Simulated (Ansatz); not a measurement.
H7NO4Si2 (`O[SiH2]N[Si](O)(O)O`), relaxed with RKS PBE0-D4/def2-TZVP in Ansatz from a GFN2-xTB geometry. The force threshold is 0.005 eV/Å; the program also tests the step.

The species carries charge 0 and has multiplicity 1.

Start:

```xyz
14

O     0.621   -0.732    2.071
Si    1.665   -0.729    0.833
N     0.792   -0.280   -0.598
Si   -0.778    0.428   -0.660
O    -1.385    0.235   -2.152
O    -0.824    2.015   -0.313
O    -1.696   -0.329    0.471
H    -0.309   -0.641    1.850
H     2.199   -2.073    0.608
H     2.692    0.262    1.162
H     1.313   -0.289   -1.456
H    -1.654    1.019   -2.620
H    -0.587    2.299    0.564
H    -2.049   -1.184    0.238
```

```json
{"step": "1", "energy (eV)": "-25542.9293", "largest force (eV/Å)": "0.733", "largest move (Å)": "0.000"}
{"step": "2", "energy (eV)": "-25542.9827", "largest force (eV/Å)": "0.340", "largest move (Å)": "0.076"}
{"step": "3", "energy (eV)": "-25542.9934", "largest force (eV/Å)": "0.137", "largest move (Å)": "0.025"}
{"step": "4 (rejected)", "energy (eV)": "-25542.9882", "largest force (eV/Å)": "0.592", "largest move (Å)": "0.186"}
{"step": "5", "energy (eV)": "-25543.0105", "largest force (eV/Å)": "0.070", "largest move (Å)": "0.093"}
{"step": "6", "energy (eV)": "-25543.0197", "largest force (eV/Å)": "0.066", "largest move (Å)": "0.100"}
{"step": "7", "energy (eV)": "-25543.0247", "largest force (eV/Å)": "0.111", "largest move (Å)": "0.113"}
{"step": "8 (rejected)", "energy (eV)": "-25543.0218", "largest force (eV/Å)": "0.377", "largest move (Å)": "0.174"}
{"step": "9", "energy (eV)": "-25543.0284", "largest force (eV/Å)": "0.093", "largest move (Å)": "0.087"}
{"step": "10", "energy (eV)": "-25543.0311", "largest force (eV/Å)": "0.119", "largest move (Å)": "0.098"}
{"step": "11", "energy (eV)": "-25543.0325", "largest force (eV/Å)": "0.093", "largest move (Å)": "0.022"}
{"step": "14", "energy (eV)": "-25543.0363", "largest force (eV/Å)": "0.086", "largest move (Å)": "0.079"}
{"step": "17", "energy (eV)": "-25543.0413", "largest force (eV/Å)": "0.057", "largest move (Å)": "0.088"}
{"step": "20", "energy (eV)": "-25543.0431", "largest force (eV/Å)": "0.017", "largest move (Å)": "0.048"}
{"step": "23 (rejected)", "energy (eV)": "-25543.0440", "largest force (eV/Å)": "0.200", "largest move (Å)": "0.062"}
{"step": "26", "energy (eV)": "-25543.0495", "largest force (eV/Å)": "0.125", "largest move (Å)": "0.111"}
{"step": "29", "energy (eV)": "-25543.0529", "largest force (eV/Å)": "0.146", "largest move (Å)": "0.112"}
{"step": "32", "energy (eV)": "-25543.0556", "largest force (eV/Å)": "0.027", "largest move (Å)": "0.041"}
{"step": "35 (rejected)", "energy (eV)": "-25543.0561", "largest force (eV/Å)": "0.224", "largest move (Å)": "0.073"}
{"step": "38 (rejected)", "energy (eV)": "-25543.0622", "largest force (eV/Å)": "0.541", "largest move (Å)": "0.103"}
{"step": "41", "energy (eV)": "-25543.0706", "largest force (eV/Å)": "0.345", "largest move (Å)": "0.084"}
{"step": "44", "energy (eV)": "-25543.0836", "largest force (eV/Å)": "0.158", "largest move (Å)": "0.115"}
{"step": "47", "energy (eV)": "-25543.0900", "largest force (eV/Å)": "0.211", "largest move (Å)": "0.104"}
{"step": "50", "energy (eV)": "-25543.0932", "largest force (eV/Å)": "0.033", "largest move (Å)": "0.020"}
{"step": "53", "energy (eV)": "-25543.0937", "largest force (eV/Å)": "0.027", "largest move (Å)": "0.031"}
{"step": "56", "energy (eV)": "-25543.0939", "largest force (eV/Å)": "0.009", "largest move (Å)": "0.005"}
{"step": "57", "energy (eV)": "-25543.0939", "largest force (eV/Å)": "0.004", "largest move (Å)": "0.005"}
```

End:

```xyz
14

O     1.076   -0.664    2.277
Si    1.596   -0.863    0.731
N     0.900    0.284   -0.364
Si   -0.764    0.436   -0.672
O    -1.315   -0.149   -2.094
O    -1.247    2.001   -0.674
O    -1.410   -0.484    0.530
H     0.124   -0.754    2.372
H     1.278   -2.238    0.272
H     3.059   -0.628    0.746
H     1.527    0.954   -0.783
H    -1.636    0.499   -2.722
H    -0.963    2.545    0.062
H    -2.226   -0.940    0.317
```

Hardware: 2 threads of an AMD EPYC 7R13 on a shared host and a share of an NVIDIA H100 80 GB. Wall time 60 s, peak host memory 0.96 GiB.
